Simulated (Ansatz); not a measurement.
Reaction (cleavage of the Ge–B bond): `[CH3][GeH2][BH][AlH2]` + H₂S → `[CH3][GeH2][SH]` + `[BH2][AlH2]`

Isolated molecules relaxed with PBE0-D4/def2-TZVP in Ansatz; ΔE leaves out vibrations. CBS: MP2 limit from def2 TZ/QZ plus the TZ coupled-cluster correction, frozen cores. This one scheme is used for every species. For Ge outer-core shells are correlated without core-valence functions, which leaves a few kJ/mol of doubt a bond. Scalar relativity is left out up to krypton. Each species was taken in one conformer, which may not be the lowest.

```tsv
species	CCSD(T)/CBS(def2) energy (Eh)
`[CH3][GeH2][BH][AlH2]`	-2385.72742
H₂S	-398.97279
`[CH3][GeH2][SH]`	-2515.57584
`[BH2][AlH2]`	-269.14094
```

(1) Work out ΔE.

Largest T1 diagnostic among the species: 0.012.

## Answers

(1) ΔE = (-2515.57584) + (-269.14094) − (-2385.72742) − (-398.97279) = -0.01657 Eh = -43.5 kJ/mol.

In def2-TZVPP, CCSD(T) changes the Hartree–Fock value by +19.0 kJ/mol (the triples alone add +1.3 kJ/mol) and MP2 by +12.1 kJ/mol. From PBE to PBE0 (25 % exact exchange), in def2-TZVPP and without D4, ΔE moves by −4.9 kJ/mol.
